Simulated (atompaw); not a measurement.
**Before and after: PAW (atompaw) potential for selenium**

atompaw 4.2.0.5 input, output lines left out:

```
Se 34
GGA-PBE scalarrelativistic loggrid 1500 logderivrange -5 5 251
4 4 3 0 0 0
4 1 2
0 0 0
c
c
c
v
c
c
v
c
2
1.45 1.15 1.40 1.30
y
-2.15
n
y
-0.2
n
y
-0.15
y
1.2
n
custom polynom2 7 10 vanderbiltortho besselshape
3 0 troulliermartins
1.45
1.45
1.45
1.45
1.45
1.45
```

Change: augmentation besselshape compensation charge, radius 1.15 bohr; PAW radius 1.45 bohr; waves and projectors: custom rrkj vanderbiltortho.

Cutoffs: the cutoffs (Ry, on a coarse ladder) from which the occupation-weighted sum of valence levels, in a spherical-Bessel basis at the reference potential, stays within 10 and 1 mRy of its value at 400 Ry; they do not see the model core or the augmentation charge, which bear on the density cutoff.

What does the change do?

The potential gets harder (21 Ry and 30 Ry → 21 Ry and 60 Ry); the bound ghosts move from d, p, s to d, s; the range in which the p phases agree narrows (upper end at the end of the scan → 0.6).

```tsv
quantity	base	changed
cutoff, loose	21 Ry	21 Ry
cutoff, tight	30 Ry	60 Ry
loose cutoff by channel (10 mRy a level)	s 21 Ry, p 8 Ry	s 15 Ry, p 8 Ry
bound ghosts	s, p, d	d, s
s: phases at 1.45 bohr within 0.05 rad from the reference energy up to (Ry; the scan ends near 5)	to the end of the scan	to the end of the scan
p: phases at 1.45 bohr within 0.05 rad from the reference energy up to (Ry; the scan ends near 5)	to the end of the scan	0.6
d: phases at 1.45 bohr within 0.05 rad from the reference energy up to (Ry; the scan ends near 5)	to the end of the scan	to the end of the scan
lowest overlap eigenvalue by channel	s 0.07, p 0.32, d 0.93	s 0.44, p 0.62, d 0.88
```

 A true bound ghost makes a file unfit for plane-wave use even where its test errors are small: the radial tests pick states by their node count and pass the ghost by. The cutoffs see the waves, projectors and local potential, not the compensation charge or the core.
